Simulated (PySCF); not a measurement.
Stationary points of H₄CrS

Computed with PySCF, PBE0, basis Cr def2-TZVP, S def2-TZVP, H def2-TZVP (no relativity, density fitting).

Relaxations began from a few typed shapes. The search is not exhaustive: other isomers or separated fragments can lie lower, and high-lying points may rest on an excited occupation.

| spin | group | bonds | angles | imaginary modes (cm⁻¹) | ΔE (kJ/mol) | ΔE with ZPE (kJ/mol) |
| --- | --- | --- | --- | --- | --- | --- |
| singlet | C1 | Cr–H 1.542 Å, Cr–H 1.592 Å, Cr–H 1.657 Å, Cr–H 1.690 Å, Cr–S 1.934 Å, H–H 0.875 Å | Cr–H–H 72.8°, Cr–H–H 76.9°, H–Cr–H 30.3°, H–Cr–H 69.3°, H–Cr–H 87.4° | none | 0.0 | 0.0 |
| singlet (closed shell, unstable to spin polarisation) | Cs | Cr–H 1.584 Å (×2), Cr–H 1.638 Å (×2), Cr–S 1.943 Å, H–H 0.885 Å | Cr–H–H 74.3° (×2), H–Cr–H 31.3°, H–Cr–H 75.9° (×2), H–Cr–H 104.5° (×2), H–Cr–H 132.4° | none | 0.3 | 1.3 |
| singlet | Cs | Cr–H 1.566 Å, Cr–H 1.577 Å (×2), Cr–H 1.624 Å, Cr–S 1.931 Å | H–Cr–H 44.6° (×2), H–Cr–H 89.0°, H–Cr–H 124.3° (×2), H–Cr–H 139.7°, H–Cr–S 101.2° (×2) | 944i | 17.7 | – |
| singlet (closed shell, unstable to spin polarisation) | C4v | Cr–H 1.570 Å (×4), Cr–S 1.946 Å | H–Cr–H 77.6° (×4), H–Cr–H 124.8° (×2), H–Cr–S 117.6° (×4) | 3 found | 102.7 | – |
| singlet | C3v | Cr–H 1.543 Å (×3), Cr–H 1.656 Å, Cr–S 1.964 Å | H–Cr–H 87.7° (×3), H–Cr–H 119.8° (×3), H–Cr–S 92.3° (×3), H–Cr–S 180.0° | 2 found | 153.9 | – |

The lowest minimum found is the singlet C1: Cr–H 1.542 Å, Cr–H 1.592 Å, Cr–H 1.657 Å, Cr–H 1.690 Å, Cr–S 1.934 Å, H–H 0.875 Å; Cr–H–H 72.8°, Cr–H–H 76.9°, H–Cr–H 30.3°, H–Cr–H 69.3°, H–Cr–H 87.4°.

For the lowest minimum: stability towards spin polarisation was not tested.
